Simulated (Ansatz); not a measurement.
`CC(F)(F)C(F)(F)C(F)(F)C(F)(F)C(F)(F)C(F)(F)C(F)(F)C(F)(F)C(F)(F)C(F)(F)C(F)(F)C(C)(F)F`. Charge 0, multiplicity 1. Geometry PBE-D4/def2-SVP, basis def2-SVP, Ansatz.

```xyz
44

C     3.560    5.905   -1.953
C     2.900    5.341   -0.716
F     3.849    5.089    0.235
F     2.016    6.242   -0.183
C     2.130    3.988   -0.916
F     1.971    3.396    0.292
F     2.897    3.178   -1.700
C     0.714    4.120   -1.562
F     0.802    4.947   -2.646
F    -0.137    4.667   -0.671
C     0.066    2.795   -2.120
F    -1.171    3.151   -2.553
F     0.795    2.375   -3.177
C    -0.087    1.614   -1.103
F    -0.525    2.101    0.082
F     1.129    1.040   -0.936
C    -1.105    0.525   -1.585
F    -2.360    1.003   -1.450
F    -0.870    0.268   -2.897
C    -1.028   -0.877   -0.864
F    -2.051   -1.602   -1.382
F     0.143   -1.464   -1.202
C    -1.161   -0.865    0.690
F    -0.015   -0.386    1.224
F    -2.183   -0.036    1.027
C    -1.501   -2.243    1.381
F    -1.463   -1.991    2.714
F    -2.758   -2.589    1.029
C    -0.539   -3.431    1.070
F     0.740   -2.975    1.136
F    -0.784   -3.865   -0.189
C    -0.604   -4.666    2.040
F    -0.109   -4.293    3.247
F     0.244   -5.587    1.499
C    -1.980   -5.359    2.264
C    -1.861   -6.666    3.014
F    -2.558   -5.558    1.040
F    -2.774   -4.490    2.963
H     4.294    5.180   -2.349
H     2.811    6.133   -2.730
H     4.085    6.835   -1.660
H    -1.379   -6.494    3.994
H    -2.881   -7.066    3.171
H    -1.264   -7.389    2.430
```

```tsv
run	HOMO (eV)	LUMO (eV)
A	-11.69	1.16
B	-11.27	1.27
C	-8.43	-0.90
D	-9.82	-0.02
E	-7.85	-0.94
F	-14.51	4.21
```

Single mean-field runs in def2-SVP are fitted with def2-universal-jkfit.

Task: The runs used BHLYP, CAM-B3LYP, HF, PBE, PBE0, r2SCAN. Estimate which is which.

Result: A BHLYP (50 % exact exchange); B CAM-B3LYP (range-separated); C r2SCAN (0 % exact exchange); D PBE0 (25 % exact exchange); E PBE (0 % exact exchange); F HF (100 % exact exchange). Exact exchange lowers occupied and raises empty levels; among semilocal functionals meta-GGAs tend to open the gap a little, and such runs are hard to tell apart. The gap grows from 6.91 eV (PBE) to 18.72 eV (HF).
